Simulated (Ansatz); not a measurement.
H₄O₃STi, SMILES `[OH][Ti]([OH])([OH])[SH]`. Total charge 0; spin multiplicity 1. Correlated methods include outer-core shells of Ti, which these sets cover unevenly. Scalar relativity is left out up to krypton.

Cartesian coordinates in Å:
```
O -0.260 -0.558 -1.729
Ti -0.187 -0.165 0.018
O -1.431 -1.050 0.949
O -0.344 1.597 0.254
S 1.849 -0.835 0.885
H -0.277 0.009 -2.501
H -2.013 -0.776 1.659
H 0.166 2.269 0.707
H 2.497 -0.489 -0.242
```

Question: Give the diagnostics of a CCSD(T)/def2-TZVPP run (frozen core, the Gaussian-basis code of Ansatz). (Estimate.)

Answer: Computed: T1 = 0.0246, largest single amplitude 0.048, largest double 0.027, (T) share of the correlation energy 4.9 %, 15 CCSD cycles. The RHF solution is stable towards an unrestricted one. T1 lies over the customary mark of 0.02 for closed shells; compounds of d metals often pass it without a breakdown.
